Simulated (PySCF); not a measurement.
Diagnose this run.

A geometry optimisation on C2H6Br2N2W, SMILES `C[N]=[W]([Br])([Br])=[N]C` (singlet state). Computed with PySCF 2.14.0, PBE0-D3(BJ)/def2-SVP geometry optimisation, gas phase, def2 core potentials past Kr.

Driver input (Å, GFN2-xTB start):

```
{"job": {"xc": "PBE0", "basis": "def2-SVP", "d3": "d3bj", "grid": 1, "maxiter": 30, "shake": 0.03, "kind": "geom"}, "charge": 0, "multiplicity": 1}
W     -1.0111    -0.0725    -0.7449
N     -1.1577    -0.0315     1.0192
C     -0.8939    -0.0444     2.3784
H     -0.2562     0.9139     2.6893
H     -1.7446    -0.1916     2.9823
H     -0.1499    -0.8443     2.6208
N      0.6109     0.0176    -1.4263
C      2.0316     0.0486    -1.6070
H      2.2615    -0.0752    -2.5877
H      2.3940     0.9766    -1.2041
H      2.4152    -0.7913    -0.9861
Br    -2.1991     2.0007    -1.5096
Br    -2.2700    -1.9587    -1.6020
```

Output:

```
step   0  E = -5403.29292373  max force = 0.079366
step   1  E = -5403.31373129  max force = 0.019613
step   2  E = -5403.31618414  max force = 0.011121
step   3  E = -5403.31717010  max force = 0.006106
step   4  E = -5403.31751492  max force = 0.003713
step   5  E = -5403.31761288  max force = 0.001308
step   6  E = -5403.31754467  max force = 0.002426
step   7  E = -5403.31754369  max force = 0.002710
step   8  E = -5403.31759850  max force = 0.001310
step   9  E = -5403.31762844  max force = 0.000794
step  10  E = -5403.31764952  max force = 0.000677
step  11  E = -5403.31766450  max force = 0.000590
step  12  E = -5403.31767121  max force = 0.000552
step  13  E = -5403.31767314  max force = 0.000546
step  14  E = -5403.31767414  max force = 0.000542
step  15  E = -5403.31767464  max force = 0.000538
step  16  E = -5403.31767488  max force = 0.000537
step  17  E = -5403.31767509  max force = 0.000536
step  18  E = -5403.31767530  max force = 0.000535
step  19  E = -5403.31767551  max force = 0.000535
step  20  E = -5403.31767571  max force = 0.000531
step  21  E = -5403.31767592  max force = 0.000533
step  22  E = -5403.31767613  max force = 0.000532
step  23  E = -5403.31767633  max force = 0.000531
step  24  E = -5403.31767654  max force = 0.000531
step  25  E = -5403.31767674  max force = 0.000529
step  26  E = -5403.31767694  max force = 0.000527
step  27  E = -5403.31767715  max force = 0.000526
step  28  E = -5403.31767735  max force = 0.000525
step  29  E = -5403.31767756  max force = 0.000525
step  30  E = -5403.31767776  max force = 0.000524
optimisation not converged
```

Energies are in Eh and forces in Eh/bohr.

Question: Can the results be trusted, and what went wrong?

Answer: Not as they stand: step limit reached with the energy nearly constant. After 31 gradient evaluations the largest force component was 0.00052 Eh/bohr against a threshold of 0.00045, and over the last 5 steps the energy changed by -0.001 kcal/mol in all, within a range of 0.001 kcal/mol, the last step by 0.000 kcal/mol. The energy rose in 1 of the 30 steps.

Question: What would you do next?

Answer: Restart from the last geometry, if need be with a computed Hessian or a finer grid, and confirm the end point by frequencies.
